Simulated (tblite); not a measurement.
Parent: `[F:1][C@H:2]1[CH2:3][CH:4]=[CH:5][CH2:6][CH2:7]1` with F1–C2–C3–C4 81°, C2–C3–C4–C5 10°, C4–C5–C6–C7 20°, C5–C6–C7–C2 -49°, C6H9F.

The geometries are computed with GFN2-xTB (gas phase). One conformer each, not checked by frequencies here.

| coordinate of the parent | value |
| --- | --- |
| F1–C2 | 1.386 Å |
| C2–C3 | 1.526 Å |
| C3–C4 | 1.499 Å |
| C4=C5 | 1.322 Å |
| C5–C6 | 1.496 Å |
| C6–C7 | 1.527 Å |
| C2–C7 | 1.524 Å |
| F1–C2–C3 | 109.3° |
| F1–C2–C7 | 109.0° |
| C3–C2–C7 | 111.6° |
| C2–C3–C4 | 112.6° |
| C3–C4–C5 | 123.9° |
| C4–C5–C6 | 123.2° |
| C5–C6–C7 | 111.3° |
| C2–C7–C6 | 110.1° |

Question: How does the shared frame change in `[CH3:1][C@@H:2]1[CH:3]=[CH:4][CH2:5][CH2:6][C@H:7]1[F:8]` with C1–C2–C3–C4 -137°, C3–C4–C5–C6 -16°, C4–C5–C6–C7 47°, C5–C6–C7–F8 175°, C7H11F? Atoms pair as F1 = F8, C2 = C7, C3 = C2, C4 = C3, C5 = C4, C6 = C5, C7 = C6 (parent first).

Answer: 
```
  parent  relative  value in the relative  change
   F1–C2     F8–C7                1.386 Å   0.000
   C2–C3     C7–C2                1.529 Å  +0.003
   C3–C4     C2–C3                1.502 Å  +0.003
   C4=C5     C3=C4                1.322 Å   0.000
   C5–C6     C4–C5                1.498 Å  +0.002
   C6–C7     C5–C6                1.526 Å  -0.001
   C2–C7     C7–C6                1.522 Å  -0.002
F1–C2–C3  F8–C7–C2                 109.3°     0.0
F1–C2–C7  F8–C7–C6                 109.4°    +0.4
C3–C2–C7  C2–C7–C6                 111.2°    -0.4
C2–C3–C4  C7–C2–C3                 110.0°    -2.6
C3–C4–C5  C2–C3–C4                 124.4°    +0.5
C4–C5–C6  C3–C4–C5                 123.5°    +0.3
C5–C6–C7  C4–C5–C6                 111.0°    -0.3
C2–C7–C6  C7–C6–C5                 109.4°    -0.7
```

No shared bond changes by more than 0.004 Å. Bonds of the relative outside the shared frame: C1–C2 1.530 Å. Point group C1 → C1.
